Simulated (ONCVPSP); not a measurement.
## silicon: ONCV pseudisation with PBE, scalar-relativistic reference atom.

ONCVPSP 4.0.1 was run on this input:

```
# ATOM AND REFERENCE CONFIGURATION
# atsym  z   nc   nv     iexc    psfile
  Si 14.00    3    2        4      upf
#
#   n    l    f
    1    0    2.00
    2    0    2.00
    2    1    6.00
    3    0    2.00
    3    1    1.50
#
# PSEUDOPOTENTIAL AND OPTIMIZATION
# lmax
    2
#
#   l,   rc,      ep,       ncon, nbas, qcut
    0    1.75    0.00    3    6    4.30
    1    2.00    0.00    4    7    3.30
    2    1.70    0.08    4    7    4.80
#
# LOCAL POTENTIAL
# lloc, lpopt,  rc(5),   dvloc0
    4    1    1.65    3.00
#
# VANDERBILT-KLEINMAN-BYLANDER PROJECTORs
# l, nproj, debl
    0    2    2.40
    1    3    1.90
    2    2    3.10
#
# MODEL CORE CHARGE
# icmod, fcfact, rcfact
    0    0.00    0.00
#
# LOG DERIVATIVE ANALYSIS
# epsh1, epsh2, depsh
   -2.00    5.00    0.02
#
# OUTPUT GRID
# rlmax, drl
    6.00    0.01
#
# TEST CONFIGURATIONS
# ncnf
    4
# nvcnf
#   n    l    f
    2
    3    0    2.00
    3    1    2.00
#
    2
    3    0    2.00
    3    1    1.00
#
    2
    3    0    2.00
    3    1    0.00
#
    2
    3    0    1.00
    3    1    0.00
#
```

Command:

```bash
oncvpsp.x < Si.dat > Si.out
```

The program printed (shortened: citation, most of the input echo, consistency checks and plot data are left out):

```
ONCVPSP  (Optimized Norm-Conservinng Vanderbilt PSeudopotential)
scalar-relativistic version 4.0.1

#   n    l    f        energy (Ha)
    1    0    2.00    -6.5797275E+01
    2    0    2.00    -5.2894040E+00
    2    1    6.00    -3.6748111E+00
    3    0    2.00    -5.4123268E-01
    3    1    1.50    -2.8211053E-01

Reference configufation results
  iterations    25
  all-electron total energy (Ha)   -2.89729458D+02

Begin loop to  construct optimized pseudo wave functions
and semi-local pseudopoentials for all angular momenta

   Wellstate for l =  0  n =  5
     eigenvalue =   1.8588
     asymptotic potential =   2.3588
     half-point radius =  3.7640

Calculating optimized projector #   1

 for l=   0

    Fraction of norm inside rc  0.362281
    Optimizing pswf for qcut=   4.29 a_B^-1,  ecut=   9.21 Ha
    Residual kinetic energy error=  1.73D-04 Ha

    Energy error per electron        Cutoff
         Ha          eV             Ha
         0.01000     0.27211        5.03
         0.00100     0.02721        7.48
         0.00010     0.00272       10.71
         0.00001     0.00027       29.32

Calculating optimized projector #   2

 for l=   0

    Fraction of norm inside rc  0.104877
    Optimizing pswf for qcut=   4.29 a_B^-1,  ecut=   9.21 Ha
    Residual kinetic energy error=  1.03D-03 Ha

    Energy error per electron        Cutoff
         Ha          eV             Ha
         0.01000     0.27211        7.07
         0.00100     0.02721        9.33
         0.00010     0.00272       18.41
         0.00001     0.00027       33.69

   Wellstate for l =  1  n =  5
     eigenvalue =   1.6179
     asymptotic potential =   2.1179
     half-point radius =  4.2975

   Wellstate for l =  1  n =  6
     eigenvalue =   3.5179
     asymptotic potential =   4.0179
     half-point radius =  3.9622

Calculating optimized projector #   1

 for l=   1

    Fraction of norm inside rc  0.318937
    Optimizing pswf for qcut=   3.30 a_B^-1,  ecut=   5.45 Ha
    Residual kinetic energy error=  2.57D-04 Ha

    Energy error per electron        Cutoff
         Ha          eV             Ha
         0.01000     0.27211        2.14
         0.00100     0.02721        3.25
         0.00010     0.00272       12.49
         0.00001     0.00027       31.87

Calculating optimized projector #   2

 for l=   1

    Fraction of norm inside rc  0.128255
    Optimizing pswf for qcut=   3.30 a_B^-1,  ecut=   5.45 Ha
    Residual kinetic energy error=  1.15D-03 Ha

    Energy error per electron        Cutoff
         Ha          eV             Ha
         0.01000     0.27211        3.90
         0.00100     0.02721        6.13
         0.00010     0.00272       16.39
         0.00001     0.00027       44.72

Calculating optimized projector #   3

 for l=   1

    Fraction of norm inside rc  0.114313
    Optimizing pswf for qcut=   3.30 a_B^-1,  ecut=   5.45 Ha
    Residual kinetic energy error=  4.89D-02 Ha

    Energy error per electron        Cutoff
         Ha          eV             Ha
         0.01000     0.27211        7.20
         0.00100     0.02721       31.49
         0.00010     0.00272       62.31
         0.00001     0.00027       70.50

   Wellstate for l =  2  n =  3
     eigenvalue =   0.0800
     asymptotic potential =   0.5800
     half-point radius =  5.4132

   Wellstate for l =  2  n =  5
     eigenvalue =   3.1800
     asymptotic potential =   3.6800
     half-point radius =  3.2159

Calculating optimized projector #   1

 for l=   2

    Fraction of norm inside rc  0.106904
    Optimizing pswf for qcut=   4.79 a_B^-1,  ecut=  11.47 Ha
    Residual kinetic energy error=  1.54D-03 Ha

    Energy error per electron        Cutoff
         Ha          eV             Ha
         0.01000     0.27211        6.91
         0.00100     0.02721       12.62
         0.00010     0.00272       48.85
         0.00001     0.00027       59.77

Calculating optimized projector #   2

 for l=   2

    Fraction of norm inside rc  0.149385
    Optimizing pswf for qcut=   4.79 a_B^-1,  ecut=  11.47 Ha
    Residual kinetic energy error=  7.76D-02 Ha

    Energy error per electron        Cutoff
         Ha          eV             Ha
         0.01000     0.27211       17.25
         0.00100     0.02721       38.58
         0.00010     0.00272       70.01
         0.00001     0.00027       79.62

Construct Vanderbilt / Kleinmman-Bylander projectors

B matrix Hermiticity error, ll=   0
   1   2   -1.0432E-04

  Orthonormal projector coefficients  2.9076E+00  3.1025E-01

B matrix Hermiticity error, ll=   1
   1   2   -6.3606E-05
   1   3    8.7459E-05
   2   3    6.6990E-05

  Orthonormal projector coefficients  2.0064E+01  6.4403E-01  3.9998E-01

B matrix Hermiticity error, ll=   2
   1   2   -5.1099E-05

  Orthonormal projector coefficients -4.9680E+00 -1.8778E+00

Pseudoatom total energy   -3.634324

Diagnostic tests using Vanderbilt-Kleinman-Bylander pseudopotentials
  1 or more projectors used as specified by nproj input data

   l    rcore       rmatch      e in        delta e   norm test  slope test

   0   1.7570946   1.8104438  -0.5412327   0.0000097   1.0000298   1.0006744
   0   1.7570946   1.8104438   1.8587673  -0.0000036   1.0002037   1.0002037

   1   2.0042446   2.0650978  -0.2821105   0.0000000   1.0000212   0.9999175
   1   2.0042446   2.0650978   1.6178895   0.0000026   1.0001368   1.0001368
   1   2.0042446   2.0650978   3.5178895   0.0000698   1.0001696   1.0001696

   2   1.7053175   1.7570946   0.0800000   0.0000073   1.0000291   1.0000291
   2   1.7053175   1.7570946   3.1800000   0.0000170   1.0001240   1.0001240

 Testing for bound ghosts
   n   l    E NL Schr. Eq   E Basis Diag.   E Cutoff

   1   0       -0.541223       -0.536412     40.45

   2   1       -0.282111       -0.274166     74.89

 Testing for highly-localized positive-energy ghosts
       l    <radius>/rc     E Basis Diag.   E Cutoff

       1        0.854397       42.859803     74.89  WARNING - GHOST(+)

       1        0.711524       72.688444     74.89  WARNING - GHOST(+)

Test configuration 0

   n   l     f        eae           eps        diff
   1   0  2.0000  -65.79727539
   2   0  2.0000   -5.28940404
   2   1  6.0000   -3.67481114
   3   0  2.0000   -0.54123268   -0.54122301    9.67D-06
   3   1  1.5000   -0.28211053   -0.28211053    0.00D+00

    Total energies and differences
      AE_ref= -2.89729458D+02  AE_tst= -2.89729458D+02  dif=  0.00D+00
      PS_ref= -3.63432423D+00  PS_tst= -3.63432423D+00  dif=  2.66D-15
      PSP excitation error= -2.66D-15

Test configuration 1

   n   l     f        eae           eps        diff
   1   0  2.0000  -65.63199305
   2   0  2.0000   -5.12654738
   2   1  6.0000   -3.51173570
   3   0  2.0000   -0.39736459   -0.39734172    2.29D-05
   3   1  2.0000   -0.14998149   -0.14993916    4.23D-05

    Total energies and differences
      AE_ref= -2.89729458D+02  AE_tst= -2.89836820D+02  dif= -1.07D-01
      PS_ref= -3.63432423D+00  PS_tst= -3.74167923D+00  dif= -1.07D-01
      PSP excitation error= -7.03D-06

Test configuration 2

   n   l     f        eae           eps        diff
   1   0  2.0000  -65.98789348
   2   0  2.0000   -5.47570426
   2   1  6.0000   -3.86146401
   3   0  2.0000   -0.69950321   -0.69949748    5.73D-06
   3   1  1.0000   -0.42834919   -0.42842052   -7.13D-05

    Total energies and differences
      AE_ref= -2.89729458D+02  AE_tst= -2.89552380D+02  dif=  1.77D-01
      PS_ref= -3.63432423D+00  PS_tst= -3.45722039D+00  dif=  1.77D-01
      PSP excitation error= -2.56D-05

Test configuration 3

   n   l     f        eae           eps        diff
   1   0  2.0000  -66.43699071
   2   0  2.0000   -5.90942986
   2   1  6.0000   -4.29635628
   3   0  2.0000   -1.04868596   -1.04835299    3.33D-04

    Total energies and differences
      AE_ref= -2.89729458D+02  AE_tst= -2.88964655D+02  dif=  7.65D-01
      PS_ref= -3.63432423D+00  PS_tst= -2.86935987D+00  dif=  7.65D-01
      PSP excitation error= -1.61D-04

Test configuration 4

   n   l     f        eae           eps        diff
   1   0  2.0000  -67.01663042
   2   0  2.0000   -6.46352154
   2   1  6.0000   -4.85157200
   3   0  1.0000   -1.45115744   -1.44429617    6.86D-03

    Total energies and differences
      AE_ref= -2.89729458D+02  AE_tst= -2.87716225D+02  dif=  2.01D+00
      PS_ref= -3.63432423D+00  PS_tst= -1.62335866D+00  dif=  2.01D+00
      PSP excitation error=  2.27D-03
```

The run took about 4 s on one core of a shared server CPU.
